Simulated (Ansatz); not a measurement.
System: H₂GeOF, charge 0, doublet. H2GeOF (SMILES [OH][GeH][F], doublet).
B3LYP-D3(BJ)/def2-TZVP minimum from Ansatz (an electronic-structure program):
```xyz
5

Ge    -0.2762    -0.2492    -0.0789
O      1.4840    -0.5423    -0.0823
F     -0.4675     1.4660     0.2814
H     -0.8183    -1.0385     1.1622
H      1.9931     0.1564    -0.5103
```
Charge 0, spin multiplicity 2.

Total energies in hartree (Ansatz). Radicals and triplets start from unrestricted determinants; spin-orbit coupling is neglected. Cores are frozen in correlated methods (noble-gas shells, and filled d and f shells in the p block). No relativity. Where a partner has so few electrons that a lower coupled-cluster level is exact, that level stands in.

| species | HF/cc-pVTZ | CCSD(T)/cc-pVTZ | HF/cc-pVQZ | CCSD(T)/cc-pVQZ | CCSD(T)/cc-pVDZ | CCSDT(Q)/cc-pVDZ |
|---|---|---|---|---|---|---|
| 1: H2GeOF (SMILES [GeH]([OH])[F], doublet) | -2250.97280 | -2251.60026 | -2250.99385 | -2251.67101 | -2251.31198 | -2251.31412 |
| 2: Ge (triplet) | -2075.36107 | -2075.42794 | -2075.36359 | -2075.43284 | -2075.34866 | -2075.34895 |
| 3: O (triplet) | -74.81176 | -74.97396 | -74.81729 | -74.99357 | -74.90995 | -74.91013 |
| 4: F (doublet) | -99.40552 | -99.62036 | -99.41377 | -99.65026 | -99.52757 | -99.52776 |
| 5: H (doublet) | -0.49981 | -0.49981 | -0.49995 | -0.49995 | -0.49928 | -0.49928 |

Q: Work out the atomisation energy (electronic, to ground-state atoms) in kcal/mol: take Hartree-Fock from cc-pVQZ, extrapolate the CCSD(T) correlation energy as X^-3 (X = 3, 4), and add CCSDT(Q) - CCSD(T) in cc-pVDZ. 1 hartree = 627.51 kcal/mol.

A: 
Species 1: correlation (64·(-0.67716) - 27·(-0.62746))/37 = -0.71343; step -0.00214; E1 = -2250.99385 + (-0.71343) + (-0.00214) = -2251.70942
Species 2: correlation (64·(-0.06925) - 27·(-0.06687))/37 = -0.07099; step -0.00029; E2 = -2075.36359 + (-0.07099) + (-0.00029) = -2075.43487
Species 3: correlation (64·(-0.17628) - 27·(-0.16220))/37 = -0.18655; step -0.00018; E3 = -74.81729 + (-0.18655) + (-0.00018) = -75.00402
Species 4: correlation (64·(-0.23649) - 27·(-0.21484))/37 = -0.25229; step -0.00019; E4 = -99.41377 + (-0.25229) + (-0.00019) = -99.66625
Species 5: correlation (64·(0.00000) - 27·(0.00000))/37 = 0.00000; step +0.00000; E5 = -0.49995 + (0.00000) + (+0.00000) = -0.49995
-1·E1 +1·E2 +1·E3 +1·E4 +2·E5 = 0.60438 hartree = 379.3 kcal/mol.
